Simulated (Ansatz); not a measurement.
Reactions of `[OH][SnH]([F])[Br]`.

Gas-phase electronic energies from Ansatz, PBE0-D4/def2-TZVP geometries. CCSD(T)/CBS adds triple-zeta CCSD(T) − MP2 to the extrapolated MP2 energy (def2 sets, frozen cores). This one scheme is used for every species, atoms too. Functionals use def2-TZVPP. B3LYP here is the variant with VWN-RPA as its local correlation; programs differ in this. Open shells (•) are unrestricted, without spin–orbit coupling. Spin–orbit coupling would lower the free atoms: clearly for Br. Elements past krypton have def2 core potentials. Bonds to Br, Sn are less sure, by a few kJ/mol each and by 10 to 20 or more in all where they break to atoms, as the def2 sets lack core-valence functions. Scalar relativity is left out up to krypton. Each species was taken in one conformer, which may not be the lowest.

```json
{"reaction": "`[OH][SnH]([F])[Br]` → HBr + `[OH][Sn][F]`", "B2PLYP (kcal/mol)": "10.0", "ωB97M-V (kcal/mol)": "14.1", "B3LYP-D4 (kcal/mol)": "9.5", "CCSD(T)/CBS(def2) (kcal/mol)": "14.9"}
{"reaction": "`[OH][SnH]([F])[Br]` + H–F → `[OH][SnH]([F])[F]` + HBr", "B2PLYP (kcal/mol)": "9.8", "ωB97M-V (kcal/mol)": "10.4", "B3LYP-D4 (kcal/mol)": "10.5", "CCSD(T)/CBS(def2) (kcal/mol)": "12.1"}
{"reaction": "`[OH][SnH]([F])[Br]` → H• + `[OH][Sn]([F])[Br]`•", "B2PLYP (kcal/mol)": "72.2", "ωB97M-V (kcal/mol)": "74.5", "B3LYP-D4 (kcal/mol)": "70.7", "CCSD(T)/CBS(def2) (kcal/mol)": "77.7"}
{"reaction": "`[OH][SnH]([F])[Br]` + `CNC` → `C[N](C)[SnH]([OH])[F]` + HBr", "B2PLYP (kcal/mol)": "25.7", "ωB97M-V (kcal/mol)": "25.4", "B3LYP-D4 (kcal/mol)": "25.4", "CCSD(T)/CBS(def2) (kcal/mol)": "23.9"}
{"reaction": "`[OH][SnH]([F])[Br]` + CH₄ → `[CH3][SnH]([F])[Br]` + H₂O", "B2PLYP (kcal/mol)": "9.4", "ωB97M-V (kcal/mol)": "8.2", "B3LYP-D4 (kcal/mol)": "9.1", "CCSD(T)/CBS(def2) (kcal/mol)": "7.3"}
{"reaction": "`[OH][SnH]([F])[Br]` → H–F + `[OH][Sn][Br]`", "B2PLYP (kcal/mol)": "1.5", "ωB97M-V (kcal/mol)": "5.7", "B3LYP-D4 (kcal/mol)": "0.4", "CCSD(T)/CBS(def2) (kcal/mol)": "4.7"}
{"reaction": "`[OH][SnH]([F])[Br]` → Br• + `[OH][SnH][F]`•", "B2PLYP (kcal/mol)": "77.9", "ωB97M-V (kcal/mol)": "79.8", "B3LYP-D4 (kcal/mol)": "76.2", "CCSD(T)/CBS(def2) (kcal/mol)": "86.4"}
{"reaction": "`[OH][SnH]([F])[Br]` + H₂ → `[F][SnH2][Br]` + H₂O", "B2PLYP (kcal/mol)": "2.2", "ωB97M-V (kcal/mol)": "1.5", "B3LYP-D4 (kcal/mol)": "2.2", "CCSD(T)/CBS(def2) (kcal/mol)": "2.4"}
{"reaction": "`[OH][SnH]([F])[Br]` → `[F][Sn][Br]` + H₂O", "B2PLYP (kcal/mol)": "-8.6", "ωB97M-V (kcal/mol)": "-4.9", "B3LYP-D4 (kcal/mol)": "-10.4", "CCSD(T)/CBS(def2) (kcal/mol)": "-4.6"}
{"reaction": "`[OH][SnH]([F])[Br]` + HBr → `[F][SnH]([Br])[Br]` + H₂O", "B2PLYP (kcal/mol)": "-16.3", "ωB97M-V (kcal/mol)": "-17.1", "B3LYP-D4 (kcal/mol)": "-17.4", "CCSD(T)/CBS(def2) (kcal/mol)": "-18.0"}
```

Largest T1 diagnostic: 0.018, for `[OH][SnH][F]`•.
